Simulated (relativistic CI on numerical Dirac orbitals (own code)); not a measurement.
Radial Dirac CI calculation of Be.

Command:

```sh
python run_levels.py task.json out
```

Input:

```
atom Be  Z=4  charge=0  electrons=4
nucleus A=9  rms_radius_fm=2.5190
hamiltonian dirac-coulomb  breit=on  qed=on  c_scale=10
orbitals kli  potential=per-configuration
slater_scale 1
correlation none
mixing on
grid step=0.0125 r_max=62.6
scf mixing=0.4 start=previous max_iterations=150 tolerance=2e-08 node_fill=0.05
configurations
  [He] 2s2
end
```

Output:

```
SCF 1: [He] 2s2
 iter      energy (Ha)   residual   last orbital (Ha)
    1       -14.396921   6.04e-01     -0.21652
    2       -14.528843   2.77e-01     -0.26377
    3       -14.571752   1.79e-02     -0.31164
    4       -14.572326   2.62e-03     -0.30928
    5       -14.572355   2.83e-04     -0.30710
    6       -14.572360   2.24e-05     -0.30739
    7       -14.572360   8.11e-06     -0.30739
    8       -14.572360   1.56e-07     -0.30739
    9       -14.572360   2.07e-08     -0.30739
   10       -14.572360   4.51e-10     -0.30739
orbital energies (Ha): 1s -4.1302  2s -0.3074
configuration averages (Ha): Dirac-Coulomb, Breit, QED
  2s2                            -14.572360    0.000007    0.000335
levels: no., configuration, term, J, E (cm-1), weight
   1 2s2                    1S   0                0.0  1.00
lowest total energy -14.572018 Ha
end: converged
```

Against the reference input this run has: speed of light × 10, start potential previous. The reference run ends at -14.574139 Ha with Breit and QED terms. With a changed speed of light or nuclear radius the levels are not those of the real ion, and the QED model is not rescaled.
